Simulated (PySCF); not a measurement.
This script is equivalent to a calculation on Si (silicon, neutral).

```python
from pyscf import gto, scf, dft, mp, cc
import basis_set_exchange as bse
mol = gto.M(atom="Si 0 0 0", charge=0, spin=2, symmetry="D2h",
            basis=gto.basis.parse(bse.get_basis("pcseg-2", elements=["Si"], fmt="nwchem", header=False)))
mf = dft.UKS(mol, xc="M06L")
mf.irrep_nelec = {'Ag': (3, 3), 'B1u': (2, 1), 'B2u': (2, 1), 'B3u': (1, 1)}
mf.kernel()
```

Problem. What total energy does it give?

Solution. -289.358 hartree (calculated).

Problem. Which occupied shell lies highest, and where?

Solution. 3p α, at -4.555 eV.

Problem. What is ⟨S²⟩, and what would a pure spin state give?

Solution. 2.003, against 2.00.
